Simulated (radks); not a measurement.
Results of a calculation; reference values are marked as such.
Question: The mean radii <r> (bohr) of the occupied orbitals of an atom or ion are listed with their occupations. Code: a radial shooting solver on a logarithmic mesh with Libxc functionals. Model: scalar-relativistic Kohn-Sham, r2SCAN, spin-polarised, spherical densities, finite nucleus; meta-GGA in the generalised Kohn-Sham scheme; Fermi nuclear charge, rms radius of each element as measured or else 0.836 A^(1/3) + 0.57 fm.

| orbital | occ. | <r> |
|---|---|---|
| 1s up | 1 | 0.02151 |
| 1s down | 1 | 0.02151 |
| 2s down | 1 | 0.09148 |
| 2s up | 1 | 0.09148 |
| 2p up | 3 | 0.08090 |
| 2p down | 3 | 0.08089 |
| 3s up | 1 | 0.2391 |
| 3s down | 1 | 0.2389 |
| 3p up | 3 | 0.2380 |
| 3p down | 3 | 0.2377 |
| 3d up | 5 | 0.2167 |
| 3d down | 5 | 0.2164 |
| 4s up | 1 | 0.5412 |
| 4s down | 1 | 0.5413 |
| 4p up | 3 | 0.5728 |
| 4p down | 3 | 0.5730 |
| 4d up | 5 | 0.6216 |
| 4d down | 5 | 0.6229 |
| 5s up | 1 | 1.292 |
| 5s down | 1 | 1.320 |
| 5p up | 3 | 1.485 |
| 5p down | 3 | 1.521 |
| 4f up | 7 | 0.8125 |
| 4f down | 1 | 0.8547 |

Name the element and its charge. Open shells, if any, are filled with parallel spins first.

Answer: Z = 65, terbium, charge +3: Tb3+ in [Xe] 4f8. The 1s radius gives Z: for a bare nucleus <r> = (2 gamma + 1)/(2Z) with gamma = sqrt(1 - (Z/c)^2), 0.02124 bohr for Z = 65, and screening makes it slightly larger (0.02151 here). The occupations add up to 62, and the charge is Z minus that.
